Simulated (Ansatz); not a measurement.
Reaction (formal exchange of groups at the Si–O bond): `[SiH3][O][Ge][O][SiH3]` + `O[B](F)[GeH3]` → `O[B](F)[GeH2][SiH3]` + `[OH][Ge][O][SiH3]`

Gas-phase electronic energies from Ansatz, PBE0-D4/def2-TZVP geometries. CCSD(T)/CBS is the MP2 limit (def2-TZVPP, def2-QZVPP) plus CCSD(T) − MP2 in def2-TZVPP, frozen cores. Functionals use def2-TZVPP. For Ge outer-core shells are correlated without core-valence functions, which leaves a few kJ/mol of doubt a bond. Scalar relativity is left out up to krypton. One conformer a species, not always the lowest.

**Question.** Is it downhill or uphill in electronic energy at CCSD(T)/CBS, and by how much? (Estimate.)

**Answer.** Computed: Uphill: ΔE = +0.78 eV.

**Question.** What do these levels give: PBE0-D4, B2PLYP, MP2/def2-TZVPP, SCS-MP2/def2-TZVPP, CCSD(T)/def2-TZVPP, MP2/def2-QZVPP? (An estimate is asked.)

**Answer.** The calculation gave: PBE0-D4 0.63, B2PLYP 0.81, MP2/def2-TZVPP 0.82, SCS-MP2/def2-TZVPP 0.88, CCSD(T)/def2-TZVPP 0.79, MP2/def2-QZVPP 0.83 eV.

Largest T1 diagnostic among the species: 0.015.

From PBE to PBE0 (25 % exact exchange), in def2-TZVPP and without D4, ΔE moves by +0.08 eV. In def2-TZVPP, CCSD(T) changes the Hartree–Fock value by −0.25 eV (the triples alone add −0.03 eV) and MP2 by −0.22 eV. The D4 term adds +0.04 eV with B3LYP and +0.02 eV with PBE0; it sums over pairs of atoms, weighted by their polarisabilities, and B3LYP, whose exchange is more repulsive, gets the larger term.

B3LYP here is the variant with VWN-RPA as its local correlation; programs differ in this.
